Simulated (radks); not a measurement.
Results of a calculation; reference values are marked as such.
Cd, 48 electrons, occupied as [Kr] 4d10 5s2.

Level of theory: Dirac Kohn-Sham, LDA (Slater exchange, Perdew-Wang correlation), spin-unpolarised, spherical densities, point nucleus (a radial shooting solver on a logarithmic mesh with Libxc functionals).

Energy parts (eV):
total: -152138.595
kinetic: 159496.402
electron-nucleus: -369261.882
Hartree: 61696.919
exchange-correlation: -4070.035

Orbitals (lengths in bohr, moments of r in powers of bohr; <r^-3> diverges for s and p1/2; r(90%) holds 90 % of the orbital's charge):
orbital,occ.,eigenvalue (eV),r(90%),<r^-3>,<r^2>,<r^4>,small-component weight
1s1/2,2,-26477.25,0.0546,-,0.001252,4.077e-06,3.09e-02
2s1/2,2,-3930.730,0.204,-,0.02041,0.0007184,6.50e-03
2p1/2,2,-3661.431,0.182,-,0.01521,0.0004656,6.52e-03
2p3/2,4,-3469.255,0.189,3747,0.01653,0.0005400,6.25e-03
3s1/2,2,-732.1487,0.529,-,0.1473,0.03325,1.84e-03
3p1/2,2,-624.0911,0.527,-,0.1424,0.03265,1.79e-03
3p3/2,4,-589.7707,0.543,680.8,0.1513,0.03674,1.72e-03
3d3/2,4,-397.7970,0.527,105.5,0.1320,0.03255,1.60e-03
3d5/2,6,-390.8150,0.532,99.05,0.1347,0.03379,1.58e-03
4s1/2,2,-105.7782,1.28,-,0.8755,1.156,4.82e-04
4p1/2,2,-71.0293,1.39,-,1.010,1.614,4.23e-04
4p3/2,4,-65.1271,1.44,116.8,1.080,1.853,3.99e-04
4d3/2,4,-12.3215,2.05,10.95,2.003,8.474,2.44e-04
4d5/2,6,-11.6192,2.09,10.10,2.074,9.180,2.38e-04
5s1/2,2,-5.9552,4.35,-,9.515,154.6,4.63e-05
5p1/2,0,-1.4631,6.67,-,21.16,886.0,2.02e-05
5p3/2,0,-1.2672,7.02,3.786,23.44,1096,1.81e-05
6s1/2,0,-0.0161,40.6,-,674.9,1747000,1.36e-06

The highest occupied level is 5s1/2 at -5.955 eV. Summed over all electrons, <r^2> = 50.24 bohr^2, which gives a Langevin (diamagnetic) susceptibility term of -39.8 x 10^-6 cm^3/mol. For comparison, the ionisation energy in NIST's Atomic Spectra Database is 8.994 eV (measured). In exact Kohn-Sham theory the highest level is minus the ionisation energy, but local and semilocal functionals leave it too shallow, through self-interaction and a potential that decays too fast; potentials with the right tail come closer.
